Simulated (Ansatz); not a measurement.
Consider the ligand exchange at a B–C bond: `OBC(F)S` + `[OH][SnH3]` → `OB[O][SnH3]` + `FCS`.

Gas-phase electronic energies from Ansatz, PBE0-D4/def2-TZVP geometries. CCSD(T)/CBS adds triple-zeta CCSD(T) − MP2 to the extrapolated MP2 energy (def2 sets, frozen cores). DFT in def2-TZVPP. Elements past krypton have def2 core potentials. For Sn outer-core shells are correlated without core-valence functions, which leaves a few kJ/mol of doubt a bond. Each species was taken in one conformer, which may not be the lowest.

| level | ΔE (eV) |
| --- | --- |
| PBE0-D4 | -1.45 |
| MP2/CBS(def2) | -1.50 |

Task: What does CCSD(T)/CBS give? (Best estimate.)

Result: Ansatz gave: -1.49 eV. The listed levels differ from it by 0.04, -0.01 eV.

Largest T1 diagnostic among the species: 0.014.

From PBE to PBE0 (25 % exact exchange), in def2-TZVPP and without D4, ΔE moves by −0.05 eV. In def2-TZVPP, CCSD(T) changes the Hartree–Fock value by +0.16 eV (the triples alone add +0.02 eV) and MP2 by +0.15 eV.
